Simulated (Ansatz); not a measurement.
`[F][Al]([F])[SeH]` + CH₃NH₂ → `C[NH][Al]([F])[F]` + H₂Se at 298.15 K and 1 bar (ligand exchange at the Al–Se bond).

Isolated molecules relaxed with PBE0-D4/def2-TZVP in Ansatz; ΔE leaves out vibrations. CCSD(T)/CBS adds triple-zeta CCSD(T) − MP2 to the extrapolated MP2 energy (def2 sets, frozen cores). This one scheme is used for every species. For Se outer-core shells are correlated without core-valence functions, which leaves a few kJ/mol of doubt a bond. Scalar relativity is left out up to krypton. One conformer a species, not always the lowest.

| species | CCSD(T)/CBS energy (Eh) | H − E (kJ/mol) | S (J/(mol·K)) |
| --- | --- | --- | --- |
| `[F][Al]([F])[SeH]` | -2843.11067 | 53.2 | 328.8 |
| CH₃NH₂ | -95.75281 | 180.0 | 240.4 |
| `C[NH][Al]([F])[F]` | -536.95512 | 177.5 | 340.0 |
| H₂Se | -2401.89790 | 45.8 | 219.1 |

H − E and S are ideal-gas, rigid-rotor, harmonic terms from PBE0-D4/def2-TZVP, for one conformer and one mirror image of each species. 1 Eh = 2625.50 kJ/mol, R = 8.31446 J/(mol·K).

Q: By hand: ΔE, ΔH, ΔS and ΔG.

A: ΔE = (-536.95512) + (-2401.89790) − (-2843.11067) − (-95.75281) = 0.01046 Eh = 27.5 kJ/mol. Δ(H − E) = 177.5 + 45.8 − 53.2 − 180.0 = -9.9, so ΔH = 17.6 kJ/mol. ΔS = 340.0 + 219.1 − 328.8 − 240.4 = -10.1 J/(mol·K). ΔG = 17.6 − 298.15 × (-10.1)/1000 = 20.6 kJ/mol.

Q: By hand: the equilibrium constant, and the temperature at which ΔG would vanish if ΔH and ΔS stayed fixed.

A: log₁₀ K = −ΔG/(RT ln 10) = -3.6. ΔH and −TΔS have one sign here, so there is no such temperature.

The number of gas molecules stays the same, so ΔS is small and ΔH decides. A doubt of 5 kJ/mol in ΔE shifts log₁₀ K by 0.9 here. Other conformers and mirror images would add mixing entropy, several J/(mol·K) or more a flexible species. These are equilibria of isolated gas molecules and say nothing of rates. Largest T1 diagnostic: 0.012 (customary marks: 0.02 for closed shells, 0.045 for open ones).

ΔS is within the doubt of such terms, so its sign, and with it that verdict, could turn.
